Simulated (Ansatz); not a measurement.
Consider the redistribution: `[Cl][GeH2][NH][SiH](Cl)Cl` + `F[Si](F)(Cl)I` → `Cl[SiH](Cl)I` + `F[Si](F)(Cl)[NH][GeH2][Cl]`.

Computed with Ansatz on PBE0-D4/def2-TZVP structures; ΔE is electronic, products minus reactants. CCSD(T)/CBS adds triple-zeta CCSD(T) − MP2 to the extrapolated MP2 energy (def2 sets, frozen cores). DFT in def2-TZVPP. B3LYP here is the variant with VWN-RPA as its local correlation; programs differ in this. Elements past krypton have def2 core potentials. For Ge, I outer-core shells are correlated without core-valence functions, which leaves a few kJ/mol of doubt a bond. Scalar relativity is left out up to krypton. One conformer a species, not always the lowest.

`[Cl][GeH2][NH][SiH](Cl)Cl`:

Z-matrix (Å, degrees):
```
Ge
N 1 1.831
Cl 1 2.158 2 109.5
H 1 1.531 2 106.9 3 -115.6
H 1 1.525 2 110.8 3 117.6
Si 2 1.700 1 130.0 3 -72.0
H 2 1.011 1 113.4 3 96.3
Cl 6 2.046 2 110.3 1 -133.4
Cl 6 2.040 2 107.5 1 -13.6
H 6 1.473 2 114.9 1 107.0
```

`F[Si](F)(Cl)I`:

Z-matrix (Å, degrees):
```
Si
F 1 1.574
Cl 1 2.014 2 108.7
I 1 2.392 2 109.6 3 -123.6
F 1 1.574 2 107.3 3 117.4
```

`Cl[SiH](Cl)I`:

Z-matrix (Å, degrees):
```
Si
Cl 1 2.034
I 1 2.417 2 110.1
Cl 1 2.034 2 109.2 3 121.0
H 1 1.472 2 108.9 3 -120.2
```

`F[Si](F)(Cl)[NH][GeH2][Cl]`:

```xyz
10

F    -1.444   -0.399   -2.289
Si   -0.398   -0.912   -1.224
F    -0.619   -2.474   -1.162
Cl    1.478   -0.564   -1.887
N    -0.624   -0.175    0.273
Ge    0.558    0.791    1.290
Cl    0.748    2.778    0.481
H    -1.579   -0.116    0.600
H     1.938    0.144    1.233
H    -0.057    0.928    2.684
```

```csv
level,ΔE (kJ/mol),difference from CCSD(T)/CBS
PBE-D4,-12.9,1.6
r2SCAN-D4,-13.6,0.9
ωB97X-V,-13.1,1.4
ωB97M-V,-13.4,1.1
PBE,-13.0,1.5
PBE0,-14.9,-0.4
B3LYP,-13.9,0.6
CCSD(T)/def2-TZVPP,-14.0,0.5
MP2/def2-QZVPP,-13.9,0.6
MP2/CBS(def2),-14.2,0.3
CCSD(T)/CBS,-14.5,0
```

Largest T1 diagnostic among the species: 0.011.

In def2-TZVPP, CCSD(T) changes the Hartree–Fock value by +3.0 kJ/mol (the triples alone add +0.6 kJ/mol) and MP2 by +3.3 kJ/mol.
